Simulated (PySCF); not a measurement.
Gas-phase XPS of `[BH3-][N@H+](C)C(C)C`, computed

Compound: C4H14BN.
SMILES with atom numbers: `[BH3-:1][N@H+:2]([CH3:3])[CH:4]([CH3:5])[CH3:6]`

Computed, not measured: delta-SCF UKS SCAN, pcX-2 on the ionised atom, pcseg-1 elsewhere, spin-free X2C in PySCF 2.14.0. Vertical ΔSCF values, vacuum level as zero.

Problem. What binding energy does each computed site have?

Solution. 
```
atom(s)                      environment  level  binding energy (eV)  above the level's lowest (eV)  count
     N2  nitrogen bonded to B, 2 C and H   N 1s               406.75                           0.00      1
     C3                  N-methyl carbon   C 1s               292.05                          +1.14      1
     C4     sp3 carbon bound to nitrogen   C 1s               292.00                          +1.09      1
     C6                    methyl carbon   C 1s               291.25                          +0.34      1
     C5                    methyl carbon   C 1s               290.91                           0.00      1
     B1            four-coordinate boron   B 1s               193.37                           0.00      1
```

The listed C 1s values span 1.14 eV, from C5 (bonded to C and 3 H) to C3 (bonded to N and 3 H). The widest gap between neighbouring values is 0.75 eV, between 291.25 and 292.00 eV. Summing the Pauling electronegativity differences to the bonded atoms, each weighted by its formal bond order, gives -1.05 for the lowest site and -0.56 for the highest; the largest sum, +0.14, belongs to C4, 0.05 eV below the top. The values 292.00 and 292.05 eV lie too close for their order to be trusted.

Problem. What is the longest wavelength that can ionise N 1s of N2 (atom 2) vertically?

Solution. λ = hc/E = 12398.42 eV Å / 406.75 eV = 30.482 Å.

One conformer (not necessarily the lowest) at the PBE0-D3(BJ)/def2-SVP geometry, without solvent, vibrations or thermal averaging.

Time: 2.4 min; peak memory 0.79 GiB. Hardware: one thread, Arm Neoverse N1 (aarch64), shared host.

The values belong to the conformer `[BH3-:1][N@H+:2]([CH3:3])[CH:4]([CH3:5])[CH3:6]`: B1–N2–C4–C5 73°.
